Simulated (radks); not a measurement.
Question: The table gives one normalised radial function P(r) = r R(r) of Nb in [Ar] 3d10 4s2 4p5 4d4 5s2 (r in bohr). All-electron calculation, scalar-relativistic Kohn-Sham, HCTH/407, spin-polarised, spherical densities, finite nucleus; open shells are filled with parallel spins first (spin-orbit coupling, left out, can overturn this in heavy ions); Fermi nuclear charge, rms radius 4.324 fm. Program: a radial shooting solver on a logarithmic mesh with Libxc functionals.

r,P
0.002233,0.0019
0.0026,0.0024
0.003027,0.0032
0.003524,0.0042
0.004102,0.0055
0.004738,0.0072
0.005515,0.0094
0.006421,0.0124
0.007475,0.0162
0.008702,0.0211
0.01013,0.0275
0.0117,0.0351
0.01362,0.0453
0.01586,0.0580
0.01846,0.0739
0.02149,0.0932
0.02502,0.1164
0.02889,0.1421
0.03363,0.1730
0.03916,0.2070
0.04558,0.2426
0.05307,0.2772
0.06129,0.3057
0.07135,0.3263
0.08306,0.3310
0.09669,0.3128
0.1126,0.2652
0.131,0.1839
0.1513,0.0758
0.1762,-0.0652
0.2051,-0.2198
0.2388,-0.3658
0.278,-0.4753
0.3236,-0.5194
0.3737,-0.4806
0.4351,-0.3452
0.5065,-0.1218
0.5897,0.1617
0.6865,0.4617
0.7928,0.7167
0.9229,0.9123
1.074,1.0011
1.251,0.9746
1.456,0.8518
1.695,0.6718
1.958,0.4882
2.279,0.3144
2.653,0.1810
3.089,0.0921
3.596,0.0408
4.186,0.0154
4.835,0.0052
5.628,0.0014
6.552,0.0003
7.628,0.0000
8.88,0.0000
10.34,0.0000
11.94,0.0000
13.9,0.0000
16.18,0.0000

Which n and l does it have? It may be an empty orbital.

Answer: n = 4, l = 1: the number of nodes gives n - l - 1 = 2, the rise at small r (about r^(l+1), flatter next to the nucleus through relativity) gives l, and the extent must fit the shell. The curve is that of 4p up; the table hardly tells the two spins apart. 4p up: eigenvalue -40.269 eV, 2 radial nodes at r = 0.165, 0.542 bohr, <r> = 1.28 bohr, 90 % of the charge inside 1.90 bohr.
